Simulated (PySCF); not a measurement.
PySCF input (TPSSh/def2-TZVPD):

```python
from pyscf import gto, scf, dft

mol = gto.M(
    atom='''
    Al   -0.00000000   -0.00000000   -0.58860116
    O    -0.00000000   -0.00000000   -2.18527441
    Cl    0.00000000    0.00000000    1.47847120
    ''',
    basis='def2-tzvpd',
    charge=0,
    spin=0,
    verbose=4,
)

mf = dft.RKS(mol, xc='tpssh').density_fit(auxbasis='def2-universal-jkfit')
mf.grids.level = 3
mf.conv_tol = 1e-9
mf.max_cycle = 100
mf.max_memory = 1500
mf.kernel()
if not mf.converged:
    mf = mf.newton()
    mf.kernel(mf.make_rdm1())
mf.analyze()
```

Output:

```
PySCF version 2.14.0

[INPUT] verbose = 4
[INPUT] num. atoms = 3
[INPUT] num. electrons = 38
[INPUT] charge = 0
[INPUT] spin (= nelec alpha-beta = 2S) = 0
[INPUT] symmetry False subgroup None
[INPUT] Mole.unit = angstrom
[INPUT] Symbol           X                Y                Z      unit          X                Y                Z       unit  Magmom
[INPUT]  1 Al     0.000000000000   0.000000000000  -0.588601160000 AA    0.000000000000   0.000000000000  -1.112294989001 Bohr   0.0
[INPUT]  2 O      0.000000000000   0.000000000000  -2.185274410000 AA    0.000000000000   0.000000000000  -4.129570141921 Bohr   0.0
[INPUT]  3 Cl     0.000000000000   0.000000000000   1.478471200000 AA    0.000000000000   0.000000000000   2.793905651057 Bohr   0.0

nuclear repulsion = 110.688213223166
number of shells = 45
number of NR pGTOs = 196
number of NR cGTOs = 129
basis = def2-tzvpd
ecp = {}

******** <class 'pyscf.df.df_jk.DFRKS'> ********
method = DFRKS
initial guess = minao
damping factor = 0
level_shift factor = 0
DIIS = <class 'pyscf.scf.diis.CDIIS'>
diis_start_cycle = 1
diis_space = 8
diis_damp = 0
SCF conv_tol = 1e-09
SCF conv_tol_grad = None
SCF max_cycles = 100
direct_scf = False
XC library pyscf.dft.libxc version 7.1.2
    S. Lehtola, C. Steigemann, M. J. T. Oliveira, and M. A. L. Marques,  SoftwareX 7, 1–5 (2018)
XC functionals = tpssh
    V. N. Staroverov, G. E. Scuseria, J. Tao, and J. P. Perdew,  J. Chem. Phys. 119, 12129 (2003)
radial grids:
    Treutler-Ahlrichs [JCP 102, 346 (1995); DOI:10.1063/1.469408] (M4) radial grids

becke partition: Becke, JCP 88, 2547 (1988); DOI:10.1063/1.454033
pruning grids: <function nwchem_prune>
grids dens level: 3
symmetrized grids: False
atomic radii adjust function: <function treutler_atomic_radii_adjust>
small_rho_cutoff = 0
Set gradient conv threshold to 3.16228e-05
Initial guess from minao.
tot grids = 52144
******** <class 'pyscf.df.df.DF'> ********
auxbasis = def2-universal-jkfit
init E= -778.085838755262
  HOMO = -0.381196862116993  LUMO = -0.147109188958559  gap/eV = 6.36985
cycle= 1 E= -777.658870726062  delta_E= 0.427  |g|= 1.21  |ddm|= 1.95
  HOMO = -0.102879758858453  LUMO = -0.00583601934082389  gap/eV = 2.64069
cycle= 2 E= -771.515621999403  delta_E= 6.14  |g|=  3.4  |ddm|= 3.64
  HOMO = -0.27182002609822  LUMO = -0.105827267985646  gap/eV = 4.51689
cycle= 3 E= -777.864402282834  delta_E= -6.35  |g|= 0.608  |ddm|= 3.45
  HOMO = -0.262887885423397  LUMO = -0.114723112734438  gap/eV = 4.03177
[...]
cycle= 12 E= -777.98554056143  delta_E= -8.68e-10  |g|= 5.31e-06  |ddm|= 6.86e-05
  HOMO = -0.263434911725543  LUMO = -0.111996054601256  gap/eV = 4.12086
Extra cycle  E= -777.985540561378  delta_E= 5.17e-11  |g|= 1.63e-05  |ddm|= 1.34e-05
converged SCF energy = -777.985540561378
**** SCF Summaries ****
Total Energy =                        -777.985540561378002
Nuclear Repulsion Energy =             110.688213223165775
One-electron Energy =                -1296.904522201891268
Two-electron Energy =                  408.230768417347406
Two-electron Coulomb Energy =          463.805832266100822
DFT Exchange-Correlation Energy =      -55.575063848753416
HOMO-LUMO gap [eV] =                     4.120861199636580
**** MO energy ****
MO #1   energy= -101.417355120063  occ= 2
MO #2   energy= -55.9515638395497  occ= 2
MO #3   energy= -19.0070719649533  occ= 2
MO #4   energy= -9.42002534132618  occ= 2
MO #5   energy= -7.1645165852282   occ= 2
MO #6   energy= -7.16035591955935  occ= 2
MO #7   energy= -7.16035591955927  occ= 2
MO #8   energy= -4.12844331003609  occ= 2
MO #9   energy= -2.67358199418793  occ= 2
MO #10  energy= -2.67358199418789  occ= 2
MO #11  energy= -2.66591339736363  occ= 2
MO #12  energy= -0.853302661734225 occ= 2
MO #13  energy= -0.839697818582317 occ= 2
MO #14  energy= -0.442696009745482 occ= 2
MO #15  energy= -0.369888624320013 occ= 2
MO #16  energy= -0.369888624320004 occ= 2
MO #17  energy= -0.305081126141155 occ= 2
MO #18  energy= -0.263434911725599 occ= 2
MO #19  energy= -0.263434911725543 occ= 2
MO #20  energy= -0.111996054601256 occ= 0
MO #21  energy= -0.0401841272430426 occ= 0
MO #22  energy= -0.0401841272430131 occ= 0
MO #23  energy= 0.0136782106713219 occ= 0
MO #24  energy= 0.0338279881116335 occ= 0
MO #25  energy= 0.0378916159304458 occ= 0
MO #26  energy= 0.0378916159304556 occ= 0
MO #27  energy= 0.0531670183977791 occ= 0
MO #28  energy= 0.0531671009578077 occ= 0
MO #29  energy= 0.0695939801449109 occ= 0
MO #30  energy= 0.10482506117156   occ= 0
MO #31  energy= 0.104825061171582  occ= 0
MO #32  energy= 0.124494281319993  occ= 0
MO #33  energy= 0.165362954492424  occ= 0
MO #34  energy= 0.168609185462593  occ= 0
MO #35  energy= 0.16860922531058   occ= 0
MO #36  energy= 0.187277658897777  occ= 0
MO #37  energy= 0.187277658897874  occ= 0
MO #38  energy= 0.19445670577908   occ= 0
MO #39  energy= 0.197777487447196  occ= 0
MO #40  energy= 0.197777487447281  occ= 0
MO #41  energy= 0.207289907305551  occ= 0
MO #42  energy= 0.234701719456293  occ= 0
MO #43  energy= 0.234702533167975  occ= 0
MO #44  energy= 0.261945740766339  occ= 0
MO #45  energy= 0.261945740766372  occ= 0
MO #46  energy= 0.294436342605091  occ= 0
MO #47  energy= 0.345652526055346  occ= 0
MO #48  energy= 0.345652526055364  occ= 0
MO #49  energy= 0.357157499641065  occ= 0
MO #50  energy= 0.430186047407816  occ= 0
MO #51  energy= 0.460308359678155  occ= 0
MO #52  energy= 0.460308401460789  occ= 0
MO #53  energy= 0.506162022022316  occ= 0
MO #54  energy= 0.527035945812523  occ= 0
MO #55  energy= 0.527035945812534  occ= 0
MO #56  energy= 0.547869454541276  occ= 0
MO #57  energy= 0.54787138871824   occ= 0
MO #58  energy= 0.559144919899288  occ= 0
MO #59  energy= 0.571717613956789  occ= 0
MO #60  energy= 0.571717613956805  occ= 0
MO #61  energy= 0.59178677500829   occ= 0
MO #62  energy= 0.591786775008333  occ= 0
MO #63  energy= 0.643782186833981  occ= 0
MO #64  energy= 0.720316297190103  occ= 0
MO #65  energy= 0.720316297190118  occ= 0
MO #66  energy= 0.776178931732928  occ= 0
MO #67  energy= 0.776180672887028  occ= 0
MO #68  energy= 0.79780951174256   occ= 0
MO #69  energy= 0.840501997984503  occ= 0
MO #70  energy= 0.840501997984552  occ= 0
MO #71  energy= 0.864088173665198  occ= 0
MO #72  energy= 0.864088449648325  occ= 0
MO #73  energy= 0.92686284488152   occ= 0
MO #74  energy= 0.935495130103863  occ= 0
MO #75  energy= 0.93549513010389   occ= 0
MO #76  energy= 0.984400161172914  occ= 0
MO #77  energy= 1.08930278990231   occ= 0
MO #78  energy= 1.08930278990235   occ= 0
MO #79  energy= 1.14894684083081   occ= 0
MO #80  energy= 1.1562169626599    occ= 0
MO #81  energy= 1.43994594415388   occ= 0
MO #82  energy= 1.77854678093261   occ= 0
MO #83  energy= 1.77854925129175   occ= 0
MO #84  energy= 1.8802897262999    occ= 0
MO #85  energy= 1.88031211036896   occ= 0
MO #86  energy= 1.92660279948693   occ= 0
MO #87  energy= 1.92660279948696   occ= 0
MO #88  energy= 1.93985952534354   occ= 0
MO #89  energy= 1.93985952534356   occ= 0
MO #90  energy= 1.99797399801075   occ= 0
MO #91  energy= 2.04508495552236   occ= 0
MO #92  energy= 2.04508495552239   occ= 0
MO #93  energy= 2.05407327491056   occ= 0
MO #94  energy= 2.05407327491058   occ= 0
MO #95  energy= 2.11932050226501   occ= 0
MO #96  energy= 2.11932702900946   occ= 0
MO #97  energy= 2.20948539969779   occ= 0
MO #98  energy= 2.33026531499655   occ= 0
MO #99  energy= 2.33026531499658   occ= 0
MO #100 energy= 2.41053149541577   occ= 0
MO #101 energy= 2.61176559319839   occ= 0
MO #102 energy= 2.67426953253426   occ= 0
MO #103 energy= 2.67426953253429   occ= 0
MO #104 energy= 2.9909259316034    occ= 0
MO #105 energy= 2.99092593160345   occ= 0
MO #106 energy= 3.14316379379549   occ= 0
MO #107 energy= 3.27598783501185   occ= 0
[...]
```
